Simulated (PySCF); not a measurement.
**How methods differ on the excitation energy of Au²⁺**

Au²⁺ [Xe] 4f14 5d9 (2D) → Au²⁺ [Xe] 4f14 5d8 6p1 (high-spin determinant), as a difference of total energies. All numbers are calculated (PySCF 2.14, scalar relativity through the core potential, in aug-cc-pVTZ-PP with ECP60MDF). Correlated levels: valence: 5s2 5p6 frozen. The calculations carry no spin-orbit coupling.

```
           method  excitation energy (eV)
              UHF                  11.926
              LDA                  12.593
              PBE                  12.385
             PBE0                  12.495
           r2SCAN                  12.237
            TPSSh                  12.328
             PW91                  12.385
            B97-3                  12.807
             BP86                  12.383
    MP2 (valence)                  12.850
SCS-MP2 (valence)                  12.963
```

Problem. How much does correlation contribute at MP2 (valence)?

Solution. 12.850 − (11.926) = 0.924 eV, measured against UHF.

The determinant of the upper state mixes LS terms, which raises its energy above the lowest term, most at the Hartree-Fock and MP2 levels.
